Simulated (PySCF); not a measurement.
Molecule: SMILES CCP(=O)(CC)CC, C6H15OP.

Molfile (atoms numbered from 1):
```
C6H15OP
     RDKit          3D

 23 22  0  0  0  0  0  0  0  0999 V2000
    2.5978    0.6052    0.4574 C   0  0  0  0  0  0  0  0  0  0  0  0
    1.6627   -0.1193   -0.5014 C   0  0  0  0  0  0  0  0  0  0  0  0
    0.0508   -0.4848    0.2769 P   0  0  0  0  0  5  0  0  0  0  0  0
    0.1797   -1.2440    1.5663 O   0  0  0  0  0  0  0  0  0  0  0  0
   -0.8934   -1.3881   -1.0002 C   0  0  0  0  0  0  0  0  0  0  0  0
   -2.2977   -1.7384   -0.5270 C   0  0  0  0  0  0  0  0  0  0  0  0
   -0.7942    1.1217    0.5022 C   0  0  0  0  0  0  0  0  0  0  0  0
   -1.0011    1.9806   -0.7356 C   0  0  0  0  0  0  0  0  0  0  0  0
    2.6331    0.0746    1.4204 H   0  0  0  0  0  0  0  0  0  0  0  0
    2.2624    1.6356    0.6531 H   0  0  0  0  0  0  0  0  0  0  0  0
    3.6193    0.6612    0.0536 H   0  0  0  0  0  0  0  0  0  0  0  0
    1.5137    0.4363   -1.4418 H   0  0  0  0  0  0  0  0  0  0  0  0
    2.0780   -1.1038   -0.7743 H   0  0  0  0  0  0  0  0  0  0  0  0
   -0.8991   -0.8171   -1.9433 H   0  0  0  0  0  0  0  0  0  0  0  0
   -0.3102   -2.3056   -1.1841 H   0  0  0  0  0  0  0  0  0  0  0  0
   -2.9390   -0.8464   -0.4538 H   0  0  0  0  0  0  0  0  0  0  0  0
   -2.7877   -2.4412   -1.2169 H   0  0  0  0  0  0  0  0  0  0  0  0
   -2.2545   -2.2057    0.4681 H   0  0  0  0  0  0  0  0  0  0  0  0
   -0.2058    1.6491    1.2709 H   0  0  0  0  0  0  0  0  0  0  0  0
   -1.7511    0.8730    0.9899 H   0  0  0  0  0  0  0  0  0  0  0  0
   -1.5166    2.9192   -0.4821 H   0  0  0  0  0  0  0  0  0  0  0  0
   -0.0461    2.2533   -1.2106 H   0  0  0  0  0  0  0  0  0  0  0  0
   -1.6139    1.4678   -1.4929 H   0  0  0  0  0  0  0  0  0  0  0  0
  1  2  1  0
  2  3  1  0
  3  4  2  0
  3  5  1  0
  5  6  1  0
  3  7  1  0
  7  8  1  0
  1  9  1  0
  1 10  1  0
  1 11  1  0
  2 12  1  0
  2 13  1  0
  5 14  1  0
  5 15  1  0
  6 16  1  0
  6 17  1  0
  6 18  1  0
  7 19  1  0
  7 20  1  0
  8 21  1  0
  8 22  1  0
  8 23  1  0
M  END
```

Geometry PBE0-D3(BJ)/def2-SVP throughout; GIAO in PySCF 2.14.0 with density-fitted response routines, gas phase, one conformer, non-relativistic; equivalent atoms averaged; functional PBE0.

**Question.** How do the shifts δ (against TMS, H3PO4, H2O at the same level) depend on the basis set? (ppm; last column core-seconds on 1 thread of an Arm Neoverse V2, shared host)

**Answer.** 
```
    basis set  functions  C1/C6/C8  C2/C5/C7     P3    O4  H9/H10/H11/H16/H17/H18/H21/H22/H23  H12/H13/H14/H15/H19/H20  core-s
       STO-3G         59      17.3      16.7  -87.0  37.2                                0.76                     0.73     6.5
        6-31G        106       7.7      19.1  -21.9  32.6                                1.05                     1.13      13
       6-31G*        146       7.5      19.7   28.7  55.9                                1.02                     1.25      18
6-311+G(2d,p)        314       6.5      22.1   22.2  75.2                                1.01                     1.44      59
```

**Question.** Which nucleus moves most, in ppm?

**Answer.** P3 (phosphorus bonded to 3 C, O): from -87.0 ppm with STO-3G to 28.7 ppm with 6-31G*. The smallest spread is 0.28 ppm, at H9/H10/H11/H16/H17/H18/H21/H22/H23. Proton shifts span only some 12 ppm, so a few tenths of a ppm matter as much there as several ppm in carbon.

**Question.** Taking the largest basis, 6-311+G(2d,p) (314 functions), as the yardstick, rank the others by their worst heavy-atom deviation.

**Answer.** 6-31G* 19.3 ppm (146 functions), 6-31G 44.2 ppm (106 functions), STO-3G 109.2 ppm (59 functions).

A small basis that lands close on one nucleus may do so by chance; judge by the trend and by all nuclei.
